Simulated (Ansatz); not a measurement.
Geometry optimisation, Ansatz 0.2.0, UHF/def2-SVP.

Input:

```yaml
crystal:
  periodic: [false, false, false]
  atoms:
    - { symbol: Sn, position_ang: [-0.035874, 0.0, -0.25735] }
    - { symbol: H, position_ang: [0.005207, 0.0, 2.691337] }
    - { symbol: Cl, position_ang: [2.203105, 0.0, -1.055227] }
    - { symbol: H, position_ang: [-0.762507, 1.414332, -0.901457] }
    - { symbol: H, position_ang: [-0.762507, -1.414332, -0.901457] }
    - { symbol: H, position_ang: [-0.013824, 0.0, 3.402854] }
magnetization:
  spin_polarized: true
  initial_magnetization: 1
basis:
  gaussian: { orbitals: def2-SVP }
hamiltonian:
  xc: hf
relax:
  f_tol: 0.03
  max_steps: 50
```

Command:

```bash
$ ansatz run input.yaml --threads 1 --pin off --max-ram 2048MiB --backend cpu --events-out ev --progress --plain --runs-dir out
```

Problem. Where does it end, and by what steps?

Solution. It converged. The force dipped under the threshold on the way, but the program's further checks kept it going. After 20 steps the energy has fallen by 0.140 eV; H2 moved furthest, 1.55 Å.

| step | energy less start (eV) | largest force component (eV/Å) | accepted |
| --- | --- | --- | --- |
| 0 | 0.0000 | 1.616 | yes |
| 1 | -0.0777 | 0.179 | yes |
| 2 | -0.1117 | 0.302 | yes |
| 3 | -0.1276 | 0.055 | yes |
| 4 | -0.1231 | 0.325 | no |
| 5 | -0.1301 | 0.026 | yes |
| 6 | -0.1331 | 0.075 | yes |
| 7 | -0.1353 | 0.214 | yes |
| 8 | -0.1365 | 0.164 | yes |
| 9 | -0.1378 | 0.085 | yes |
| 10 | -0.1385 | 0.030 | yes |
| 11 | -0.1388 | 0.039 | yes |
| 12 | -0.1385 | 0.181 | no |
| 13 | -0.1390 | 0.055 | yes |
| 14 | -0.1391 | 0.091 | yes |
| 15 | -0.1393 | 0.034 | yes |
| 16 | -0.1394 | 0.027 | yes |
| 17 | -0.1391 | 0.162 | no |
| 18 | -0.1396 | 0.041 | yes |
| 19 | -0.1396 | 0.060 | yes |
| 20 | -0.1398 | 0.027 | yes |

```xyz
6
Properties=species:S:1:pos:R:3
Sn -0.034 0.000 -0.977
H 0.258 0.000 4.224
Cl 2.218 0.000 -1.730
H -0.747 1.419 -1.623
H -0.747 -1.419 -1.623
H -0.314 0.000 4.707
```

Whether the end is a true minimum wasn't checked by a vibrational analysis.

The run took 24 s on 1 thread of Arm Neoverse V2, on a shared host, peak memory 0.14 GiB.
